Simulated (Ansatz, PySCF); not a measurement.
System: C₂HCl₂F₃, charge 0, multiplicity 1. 
Coordinates optimised at B3LYP-D3(BJ)/def2-TZVP (Ansatz, a first-principles code):
```
C
H 1 1.0852
C 1 1.5365 2 108.21
F 3 1.3330 1 112.62 2 -180.00
F 3 1.3417 4 108.47 1 -121.70
F 3 1.3417 4 108.47 5 -116.60
Cl 1 1.7740 2 107.92 3 -119.31
Cl 1 1.7740 2 107.92 3 119.31
```

Quantity: atomisation energy (electronic, to ground-state atoms), in eV. Correlated levels leave the core frozen unless marked. UHF or UKS for open shells. No spin-orbit coupling. No relativistic terms. The coupled-cluster limit lacks core correlation, which all-electron functionals hold. CBS marks a two-point X^-3 extrapolation of the correlation energy; Hartree-Fock from the larger set. [CCSD(T)-MP2]/basis is that difference in the basis named.

| level | program | atomisation energy (eV) |
|---|---|---|
| HF-D3(BJ)/def2-TZVPD | PySCF + dftd3 | [?] |
| r2SCAN-D4/def2-TZVPD | Ansatz + dftd4 | 30.92 |
| HSE06-D3(BJ)/def2-TZVPD | Ansatz + dftd3 | 30.94 |
| CAM-B3LYP-D3(BJ)/def2-TZVPD | Ansatz + dftd3 | [?] |
| wB97X-V/def2-TZVPD | Ansatz | [?] |
| RI-MP2/CBS(cc-pV(T+d)Z,cc-pV(Q+d)Z)+[CCSD(T)-MP2]/cc-pV(T+d)Z | Ansatz | 30.59 |

Task: What belongs in the gaps?

Result: 
- HF-D3(BJ)/def2-TZVPD, atomisation energy (eV): 21.78
- CAM-B3LYP-D3(BJ)/def2-TZVPD, atomisation energy (eV): 30.49
- wB97X-V/def2-TZVPD, atomisation energy (eV): 30.71
